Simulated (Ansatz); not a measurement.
Correlation energies of CH$_{6}$B$_{3}$I (`BBCBI`) by basis set

Z-matrix (Å, degrees):
```
C
B 1 1.577
B 1 1.539 2 104.7
H 1 1.089 2 114.7 3 128.5
H 1 1.103 2 102.3 3 -111.1
B 2 1.639 1 123.4 3 -126.7
H 2 1.205 1 117.0 3 52.8
I 3 2.126 1 121.1 2 102.1
H 3 1.190 1 123.3 2 -74.1
H 6 1.199 2 122.4 1 -90.4
H 6 1.200 2 121.4 1 89.6
```

The species carries charge 0 and has multiplicity 1. Correlated methods include outer-core shells of I, which these sets cover unevenly. I takes the def2 core potential. All single points use the PBE0-D4/def2-TZVP geometry. It is one conformer, not always the lowest. Frozen core, restricted reference, the Gaussian-basis code of Ansatz.

| basis | HF (Eh) | MP2 corr. |
| --- | --- | --- |
| def2-SVP | -411.96362 | -0.50331 |
| def2-TZVPP | -412.09690 | -0.96479 |
| def2-QZVPP | -412.10340 | -1.16471 |

Estimate the CCSD correlation energy and the (T) correction in each basis where they were run (hartree).


```csv
basis,CCSD corr.,(T)
def2-SVP,-0.56345,-0.01705
def2-TZVPP,-0.98274,-0.03102
```
